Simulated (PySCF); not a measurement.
AuCl4, SMILES [Cl][Au-]([Cl])([Cl])[Cl], charge -1, multiplicity 1.

The structure is a stationary point at PBE0-D3(BJ)/def2-SVPD. The spin state was assumed, not searched. The isomer is the one that the SMILES or the coordinates give; other isomers of the formula were not compared. The def2 effective core potentials stand for the cores of Au; spin–orbit coupling is left out.

The numbers are results of PBE/def2-SVPD in PySCF, not measurements.

Isolated molecule, no solvent.

```yaml
total_energy: -1975.48116 hartree
point_group: D4h
highest_occupied_level: -2.69 eV
lowest_empty_level: -0.92 eV
orbital_gap: 1.77 eV
dipole_moment_about_the_centre_of_nuclear_charge: 0.00 D
mean_static_polarisability: 120.4 bohr³ (17.85 Å³)
polarisability_principal_values: 72.9, 144.2, 144.2 bohr³
```
